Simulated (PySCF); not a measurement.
C₆H₇BOS₂.
SMILES with atom numbers: `[BH:1]1[S:2][CH2:3][C@H:4]([c:5]2[cH:6][cH:7][cH:8][o:9]2)[S:10]1` (hydrogens: H11 on B1; H12, H13 on C3; H14 on C4; H15 on C6; H16 on C7; H17 on C8)

Structure used (PBE0-D3(BJ)/def2-SVP), in Å, numbered top down from 1:
```xyz
17
C6H7BOS2 angstrom
B     -3.2633    0.7662    0.4887
S     -3.3563   -1.0142    0.6086
C     -1.5508   -1.2795    0.5378
C     -0.8794   -0.2080   -0.3084
C      0.5911   -0.1688   -0.1355
C      1.6272   -0.1294   -1.0255
C      2.8241   -0.0782   -0.2453
C      2.4189   -0.0900    1.0555
O      1.0739   -0.1456    1.1280
S     -1.6601    1.4355    0.0895
H     -4.2244    1.4667    0.6601
H     -1.3556   -2.2782    0.1204
H     -1.1592   -1.2484    1.5657
H     -1.0885   -0.3811   -1.3750
H      1.5405   -0.1323   -2.1098
H      3.8496   -0.0378   -0.6053
H      2.9500   -0.0670    2.0034
```

Level: PBE0/pcSseg-1 in PySCF, non-relativistic, on one gas-phase PBE0-D3(BJ)/def2-SVP geometry that isn't relaxed in the solvent. The solvent is an IEF-PCM continuum (cavity from Bondi-type radii × 1.2). The model holds no explicit solvent molecules, cavitation or dispersion.

```json
{"run": "gas", "E − E(gas) (kcal/mol)": "0.00", "HOMO (eV)": "-6.79", "HOMO–LUMO gap (eV)": "5.98", "dipole (D)": "2.80"}
{"run": "P", "E − E(gas) (kcal/mol)": "-4.14", "HOMO (eV)": "-6.71", "HOMO–LUMO gap (eV)": "5.84", "dipole (D)": "3.49"}
{"run": "Q", "E − E(gas) (kcal/mol)": "-5.16", "HOMO (eV)": "-6.70", "HOMO–LUMO gap (eV)": "5.81", "dipole (D)": "3.66"}
```

Q: The runs were made in tetrahydrofuran and water. Which run belongs to which solvent?

A: P = tetrahydrofuran, Q = water. The dielectric constants are 7.426 (tetrahydrofuran), 78.36 (water), and the energy falls further as ε rises. In this model the ground state sees the solvent through ε alone.

Q: How constant is the ratio of the lowering to (ε − 1)/(2ε + 1)?

A: 
```
        solvent  (ε − 1)/(2ε + 1)  E − E(gas) (kcal/mol)  ratio (kcal/mol)  polarisation term (kcal/mol)
tetrahydrofuran             0.405                  -4.14             -10.2                         -4.64
          water             0.490                  -5.16             -10.5                         -5.96
```

The ratio changes by +3.0 % in size from tetrahydrofuran to water. The polarisation term is half the interaction of the solute with the induced surface charges.

On an Arm Neoverse V2 with one thread, no GPU, shared host, this took 41 s wall and 1.2 GiB of memory at its peak. This is the whole shielding run at PBE0/pcSseg-1 in water, SCF included.
